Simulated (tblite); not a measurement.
A geometry optimisation, step by step.

Compound: C₃H₇BCl₂Ge₂.
Numbering: `[Cl:1][B:2]([Cl:3])[C@@H:4]1[CH:5]=[C:6]1[GeH2:7][GeH3:8]` (hydrogens: H9 on C4; H10 on C5; H11, H12 on Ge7; H13, H14, H15 on Ge8)

Computed with GFN2-xTB (tblite), gas phase: L-BFGS steps from a force-field or distance-geometry start until the largest atomic force falls under 0.01 eV/Å. 5 of its 237 geometries are shown.

Step 0: E = -656.1944 eV, largest atomic force 2.561 eV/Å
```
atom  x, y, z in Å  |  force x, y, z in eV/Å
Cl1    -1.704   -1.715    2.110   -1.236   0.685  -1.419
B2     -2.751   -0.774    0.863    0.995   1.778   1.551
Cl3    -3.790    0.539    1.659    0.624  -1.518  -0.743
C4     -2.052   -0.335   -0.492   -2.156  -0.262   0.943
C5     -1.024   -1.206   -1.110    1.537   0.028  -0.312
C6     -0.569   -0.239   -0.330    1.057  -1.047  -0.777
Ge7     0.841    0.766    0.534   -0.194   0.032   0.554
Ge8     2.926    0.573   -0.589   -0.014  -0.276  -0.038
H9     -2.512    0.465   -1.086   -0.189  -0.423   0.024
H10    -0.823   -2.059   -1.782   -0.393   1.074   0.810
H11     0.975    0.186    1.971   -0.211   0.330  -0.490
H12     0.371    2.250    0.650    0.038  -0.655   0.028
H13     2.885    1.456   -1.849    0.309  -0.393   0.361
H14     4.039    1.020    0.369   -0.212  -0.106  -0.484
H15     3.185   -0.920   -0.939    0.044   0.751  -0.008
```

Step 59: E = -657.1316 eV, largest atomic force 0.020 eV/Å
```
atom  x, y, z in Å  |  force x, y, z in eV/Å
Cl1    -1.696   -1.453    2.144    0.012  -0.002  -0.006
B2     -2.679   -0.601    1.004   -0.008  -0.010  -0.001
Cl3    -4.269   -0.131    1.455    0.000  -0.003   0.001
C4     -2.054   -0.214   -0.346    0.005  -0.010  -0.004
C5     -1.066   -1.120   -1.061    0.006   0.009  -0.003
C6     -0.500   -0.166   -0.401    0.003   0.014  -0.011
Ge7     0.915    0.750    0.507   -0.010   0.001   0.013
Ge8     3.021    0.532   -0.585    0.006  -0.006  -0.006
H9     -2.591    0.491   -0.981    0.012  -0.001   0.001
H10    -1.056   -1.962   -1.707   -0.008  -0.004   0.005
H11     0.902    0.228    1.915    0.002   0.018  -0.005
H12     0.442    2.178    0.582    0.006   0.007   0.011
H13     3.113    1.362   -1.830   -0.001  -0.017   0.007
H14     4.160    0.984    0.279   -0.013  -0.010  -0.007
H15     3.353   -0.869   -0.997   -0.013   0.014   0.004
```

Step 118: E = -657.1476 eV, largest atomic force 0.080 eV/Å
```
atom  x, y, z in Å  |  force x, y, z in eV/Å
Cl1    -1.433   -1.662    1.998    0.020   0.024   0.000
B2     -2.571   -0.800    1.021    0.002   0.017  -0.025
Cl3    -4.189   -0.619    1.570   -0.003  -0.002   0.026
C4     -2.073   -0.174   -0.293   -0.014  -0.018  -0.011
C5     -1.034   -0.890   -1.141   -0.004  -0.007  -0.017
C6     -0.546    0.071   -0.429    0.000  -0.020  -0.002
Ge7     0.874    1.006    0.448   -0.007  -0.023   0.012
Ge8     2.964    0.374   -0.501   -0.005   0.077  -0.020
H9     -2.728    0.513   -0.827    0.008  -0.005   0.014
H10    -0.971   -1.682   -1.846    0.003   0.030  -0.004
H11     0.722    0.700    1.911   -0.012   0.020  -0.008
H12     0.551    2.474    0.296    0.010  -0.042   0.005
H13     3.222    1.083   -1.798    0.011  -0.022   0.024
H14     4.137    0.695    0.372    0.010   0.010   0.010
H15     3.070   -1.085   -0.804   -0.020  -0.040  -0.005
```

Step 177: E = -657.2622 eV, largest atomic force 0.098 eV/Å
```
atom  x, y, z in Å  |  force x, y, z in eV/Å
Cl1    -0.208   -1.413    1.404   -0.027   0.004  -0.003
B2     -1.866   -1.069    1.002    0.030   0.026  -0.015
Cl3    -3.104   -1.611    2.056   -0.010   0.012  -0.012
C4     -2.096   -0.171   -0.224    0.027  -0.060  -0.015
C5     -1.326   -0.383   -1.517    0.025   0.025   0.048
C6     -0.808    0.525   -0.756   -0.025  -0.010   0.006
Ge7     0.693    1.343    0.118    0.017   0.003   0.018
Ge8     2.637   -0.014   -0.040    0.019  -0.035  -0.090
H9     -3.037    0.370   -0.317    0.021  -0.014   0.001
H10    -1.383   -0.951   -2.412   -0.035   0.010   0.002
H11     0.204    1.656    1.506    0.012   0.025  -0.013
H12     0.896    2.693   -0.540   -0.041  -0.006   0.002
H13     3.502    0.441   -1.183    0.024   0.011   0.053
H14     3.503    0.056    1.178    0.002   0.013   0.022
H15     2.388   -1.464   -0.297   -0.038  -0.004  -0.004
```

Step 236: E = -657.3380 eV, largest atomic force 0.008 eV/Å
```
atom  x, y, z in Å  |  force x, y, z in eV/Å
Cl1     0.029   -1.999    0.690   -0.004   0.002  -0.002
B2     -1.487   -1.225    1.030    0.003  -0.002   0.003
Cl3    -2.321   -1.646    2.472    0.000  -0.001   0.003
C4     -1.976   -0.129    0.076    0.001  -0.002   0.003
C5     -1.756   -0.227   -1.425   -0.001   0.000   0.001
C6     -0.903    0.543   -0.836    0.000   0.000  -0.002
Ge7     0.789    1.403   -0.570    0.001   0.000   0.003
Ge8     2.417   -0.065    0.364   -0.002   0.000  -0.005
H9     -2.809    0.500    0.389   -0.001   0.002  -0.001
H10    -2.198   -0.679   -2.277   -0.003  -0.003  -0.006
H11     0.468    2.608    0.277    0.001   0.002   0.002
H12     1.151    1.956   -1.926    0.004   0.006  -0.004
H13     3.740    0.663    0.317    0.002   0.002   0.000
H14     2.210   -0.377    1.810   -0.001   0.000   0.006
H15     2.640   -1.318   -0.413    0.001  -0.004   0.000
```

**Question.** Summarise the path.

**Answer.** The energy falls by 110.34 kJ/mol from step 0 to step 236; nine tenths of that is first reached at step 148. It rises by more than 0.2 meV at step 183. The largest force goes from 2.561 to 0.008 eV/Å. Among the bonds Cl1–B2 changes most, from 1.881 to 1.736 Å; the atoms move by 1.938 Å rms after alignment.

What follows is the cost of the whole relaxation. The run took 3.1 s of wall time on one thread of an Intel Xeon Platinum 8488C, shared host with 96 logical CPUs at a one-minute load of 31.
